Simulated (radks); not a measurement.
Values are calculated unless marked as measured or tabulated.
A nucleus of charge 51.1 with 51 electrons, configuration [Kr] 4d10 5s2 5p3. Level of theory: Dirac Kohn-Sham, PBE, spin-unpolarised, spherical densities, finite nucleus; open shells fill j = l - 1/2 first; Fermi nuclear charge, rms radius 4.6802 fm (a radial shooting solver on a logarithmic mesh with Libxc functionals).

Normalised radial functions P(r) = r R(r) (large component), r in bohr:

```
   r/bohr * 5p1/2 (the largest magnitude, 0.662, reaches the edge; | marks zero)
 0.003156                             *
 0.003674                             *
 0.004243                             *
   0.0049                             *
 0.005659                             *
 0.006588                             *
 0.007608                             |*
 0.008786                             |*
  0.01023                             |*
  0.01181                             |*
  0.01364                             |*
  0.01576                             | *
  0.01834                             | *
  0.02118                             | *
  0.02446                             |  *
  0.02848                             |  *
  0.03289                             |   *
  0.03799                             |   *
  0.04387                             |    *
  0.05107                             |    *
  0.05898                             |    *
  0.06812                             |    *
   0.0793                             |   *
  0.09158                             |  *
   0.1058                             | *
   0.1221                             *
   0.1422                           * |
   0.1642                        *    |
   0.1897                      *      |
   0.2208                     *       |
    0.255                      *      |
   0.2945                       *     |
   0.3401                          *  |
   0.3959                             | *
   0.4572                             |     *
   0.5281                             |         *
   0.6148                             |           *
     0.71                             |          *
   0.8199                             |       *
   0.9469                             |  *
    1.102                         *   |
    1.273                  *          |
     1.47           *                 |
    1.712      *                      |
    1.977   *                         |
    2.283  *                          |
    2.637   *                         |
    3.069      *                      |
    3.545          *                  |
    4.094              *              |
    4.766                   *         |
    5.504                      *      |
    6.356                         *   |
    7.341                           * |
    8.546                            *|
     9.87                             *
```

5p1/2: eigenvalue -5.918 eV, 3 radial nodes at r = 0.121, 0.373, 1.01 bohr, <r> = 2.78 bohr, 90 % of the charge inside 4.24 bohr.
